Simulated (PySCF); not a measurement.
# Does the structure fit the spectrum?

A compound C6H11NSi gives the data below (simulated from a calculation) and was assigned the structure `C=C[Si@@H](N=C)C1CC1`.

13C{1H} NMR (computed): δ 140.2 (CH), 123.4 (CH), 122.8 (C), 18.6 (CH2), 16.1 (CH2), -5.7 (CH3).

1H NMR (600 MHz, computed): δ 6.21 (m, 1H), 5.55 (m, 1H), 4.31 (m, 2H), 2.99 (d, 2H), 1.78 (m, 2H), 0.20 (t, 3H).

- GIAO PBE0/pcSseg-1 shieldings
- geometry from GFN2-xTB
- code: PySCF 2.14
- a single conformation, gas phase, non-relativistic Hamiltonian, equivalent nuclei averaged

δ = σ(ref) − σ, references computed at the same level: TMS for 1H (31.72 ppm), 13C (186.93 ppm).

Question: Compare with the shifts computed for the proposed structure, pairing carbons in order of shift.

Answer: Mapped SMILES: `[CH2:1]=[CH:2][Si@@H:3]([N:4]=[CH2:5])[CH:6]1[CH2:7][CH2:8]1`. Hydrogens are named by the atom that carries them.

```json
{"atom": "C5", "computed for proposal": "175.4", "given list": "140.2", "difference": "+35.2"}
{"atom": "C2", "computed for proposal": "141.8", "given list": "123.4", "difference": "+18.4"}
{"atom": "C1", "computed for proposal": "141.7", "given list": "122.8", "difference": "+18.9"}
{"atom": "C8", "computed for proposal": "2.5", "given list": "18.6", "difference": "-16.1"}
{"atom": "C7", "computed for proposal": "1.9", "given list": "16.1", "difference": "-14.2"}
{"atom": "C6", "computed for proposal": "-2.4", "given list": "-5.7", "difference": "+3.3"}
```

The rms difference is 20.0 ppm and the largest +35.2 ppm at C5 (C=N carbon). The carbon types in order of shift don't match either: CH2, CH, CH2, CH2, CH2, CH for the proposal against CH, CH, C, CH2, CH2, CH3 in the data. The proposal doesn't fit.

Question: Which isomer fits?

Answer: SMILES C[SiH2]C/C=C\CC#N.

- Carbon types of the structure: 1 × C, 2 × CH, 2 × CH2, 1 × CH3, leaving 2 H on heteroatoms.
- δC 140.2, 123.4: alkene CH; an sp2 carbon of a C=C bond.
- δC 122.8: nitrile carbon; C≡N carbons fall here, among the sp2 signals but without a proton.
- δC -5.7: methyl carbon bonded to Si; an electropositive neighbour leaves it electron-rich and shielded.
- δH 1.78: hydrogen on an allylic sp3 CH2 bonded to Si; allylic position.

The shifts were computed for this structure.

Shifts are as computed. Against solution values, carbons near 30 ppm lie about +3 ppm off and those near 130 ppm about +5 ppm. Of 1211 compounds with measured shifts, 218 miss one by over three times the rms of a fit or turn the order of signals round; such compounds aren't used in these exercises. No couplings were computed; multiplicities are counted from neighbouring protons, with m where these are inequivalent, close in shift, in a saturated or five-membered ring or joined by F or P, and br s for small geminal =CH2 splittings.
